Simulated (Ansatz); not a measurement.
The same path of BCl2F + ClH (6 atoms, charge 0, multiplicity 1) was run twice with different band settings. Lost on the way: B1–F2, H5–Cl6. Made: B1–Cl6, F2–H5.

These are results of RKS BLYP/def2-SVP (Ansatz 0.2.0), not measurements.

Relaxed end points:

```xyz
6
Properties=species:S:1:pos:R:3
B -0.675 -0.759 0.247
F -1.154 0.408 -0.192
Cl -0.336 -2.031 -0.921
Cl -0.450 -0.988 1.977
H 0.666 1.778 -0.614
Cl 1.949 1.592 -0.497
```

```xyz
6
Properties=species:S:1:pos:R:3
B 0.362 -0.764 0.291
F -1.257 1.446 -0.572
Cl -0.151 -1.891 -0.952
Cl -0.261 -0.860 1.929
H -0.337 1.643 -0.610
Cl 1.645 0.427 -0.086
```

Common settings: spring 5.0 eV/Å²; optimiser quadratic models (default); start path through a guess of the saddle point; force threshold 0.05 eV/Å; iteration limit 60; end points relaxed.

| run | movable images | climbing image |
| --- | --- | --- |
| 1 | 7 | yes |
| 2 | 6 | no |

Problem. What does each run give, and how far can it be trusted?

Solution. Run 1: converged after 16 iterations, highest image 1.295 eV above the first end. A vibrational analysis at the climbing image gives one clearly imaginary mode, 695i cm⁻¹: a first-order saddle point.
Run 2: converged after 38 iterations, highest image 1.292 eV above the first end. No image climbed, so the highest image needn't sit at the top of the path.
The orbitals stay closed-shell, which can raise the energy where a bond breaks towards radicals; this wasn't checked here.
